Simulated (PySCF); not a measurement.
F4H4O2Si, neutral, multiplicity 1. Atoms are numbered in the order given.

```xyz
11

Si     0.0000     0.0000    -0.2347
F     -0.0586     1.6240     0.0848
F      0.0586    -1.6240     0.0848
F     -1.2691    -0.0506    -1.2615
F      1.2691     0.0506    -1.2615
O     -1.3510    -0.0345     1.2542
H     -2.0132    -0.6899     0.9917
H     -1.7750     0.8354     1.2082
O      1.3510     0.0345     1.2542
H      2.0132     0.6899     0.9917
H      1.7750    -0.8354     1.2082
```

The structure is a stationary point at PBE0-D3(BJ)/def2-SVP. One conformer was computed; it need not be the lowest.

Calculation: PBE/def2-TZVP run with PySCF.

ESP charges are fitted to the potential on shells at 1.4 to 2.0 van der Waals radii. Atomic charges (e):

| atom | Mulliken | meta-Löwdin | ESP fit |
|---|---|---|---|
| Si1 | 0.71 | 1.65 | 1.21 |
| F2 | -0.34 | -0.53 | -0.38 |
| F3 | -0.34 | -0.53 | -0.38 |
| F4 | -0.33 | -0.51 | -0.42 |
| F5 | -0.33 | -0.51 | -0.42 |
| O6 | -0.41 | -0.53 | -0.62 |
| H7 | 0.36 | 0.38 | 0.42 |
| H8 | 0.36 | 0.38 | 0.41 |
| O9 | -0.41 | -0.53 | -0.62 |
| H10 | 0.36 | 0.38 | 0.42 |
| H11 | 0.36 | 0.38 | 0.41 |

Computed Mayer and Wiberg (Löwdin basis) orders of the bonds:
```csv
bond,Mayer,Wiberg
Si1–F2,1.03,1.52
Si1–F3,1.03,1.52
Si1–F4,1.10,1.62
Si1–F5,1.10,1.62
Si1–O6,0.53,0.73
O6–H7,0.86,1.01
O6–H8,0.86,1.01
Si1–O9,0.53,0.73
O9–H10,0.86,1.01
O9–H11,0.86,1.01
```
